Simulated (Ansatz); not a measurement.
C$_{2}$H$_{9}$NSi$_{2}$, SMILES `N[Si]1([SiH3])CC1` at its PBE0-D4/def2-TZVP geometry, where that method's forces vanish. Total charge 0; spin multiplicity 1.

```csv
atom,x (Å),y (Å),z (Å)
N1,-1.868,-0.825,-0.255
Si2,-0.322,-0.115,-0.044
Si3,-0.142,1.346,1.746
C4,1.152,-1.110,-0.538
C5,0.869,0.109,-1.448
H6,-2.661,-0.284,-0.558
H7,-1.956,-1.794,-0.507
H8,-1.107,2.473,1.619
H9,1.236,1.908,1.760
H10,-0.399,0.667,3.045
H11,0.996,-2.084,-0.992
H12,2.061,-1.075,0.053
H13,0.537,-0.124,-2.456
H14,1.605,0.908,-1.425
```

For each bond, give half the difference of the two atoms' forces along it (eV/Å; positive pushes the atoms apart) under PBE-D4, r2SCAN-D4, B3LYP-D4, ωB97M-V in def2-TZVPP. (Best estimate.)

Computed: 
```csv
bond,length (Å),PBE-D4,r2SCAN-D4,B3LYP-D4,ωB97M-V
N1–Si2,1.714,0.04,0.01,0.07,0.12
N1–H6,1.006,0.19,0.02,-0.02,-0.04
N1–H7,1.006,0.18,0.01,-0.02,-0.03
Si2–Si3,2.318,-0.22,-0.05,0.01,0.03
Si2–C4,1.845,0.18,0.10,0.12,0.00
Si2–C5,1.855,0.17,0.11,0.12,0.00
Si3–H8,1.490,0.10,-0.01,-0.07,-0.11
Si3–H9,1.489,0.10,-0.01,-0.06,-0.10
Si3–H10,1.488,0.09,-0.01,-0.07,-0.11
C4–C5,1.548,0.08,0.16,0.28,0.24
C4–H11,1.087,0.07,-0.05,-0.11,-0.09
C4–H12,1.085,0.07,-0.06,-0.11,-0.09
C5–H13,1.086,0.07,-0.05,-0.11,-0.09
C5–H14,1.086,0.06,-0.06,-0.11,-0.09
```

B3LYP here is the variant with VWN-RPA as its local correlation; programs differ in this.
